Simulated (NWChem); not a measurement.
**Ionisation of C₂H₂N₃**

SMILES: [c]1ncn[nH]1
```xyz
7

C      0.6131     0.9640     0.0000
N     -0.6672     1.0336     0.0000
C     -1.0268    -0.2845     0.0000
N     -0.0159    -1.1297     0.0000
N      1.0476    -0.3022     0.0000
H     -2.0620    -0.6237     0.0000
H      1.9921    -0.6657     0.0000
```
Charge 0, spin multiplicity 2.

The numbers come from NWChem runs, not from measurements. All single points use one geometry, from UPBE0/def2-SVP, a minimum by its harmonic frequencies.

Basis set: def2-SVPD. The species with one electron less has spin multiplicity 3 and keeps the geometry of the parent. Δ marks differences of total energies (open shells unrestricted). −ε marks an orbital energy of the parent. That orbital need not have the symmetry of the hole or added electron in the Δ rows.

The correlated methods keep 5 core orbitals frozen. The structure started from a generated list of species. The unpaired electrons of the parent sit in orbitals of symmetry a' (Cs labels of the run); other states weren't searched. No SCF solution was tested for a lower state.

Order these methods by the first vertical ionisation energy they give, lowest first: G0W0@LDA (SVWN5), ΔB2PLYP, −ε(beta HOMO) of PBE, G0W0@PBE.

−ε(beta HOMO) of PBE (6.96 eV), G0W0@PBE (9.70 eV), G0W0@LDA (SVWN5) (9.79 eV), ΔB2PLYP (10.98 eV)
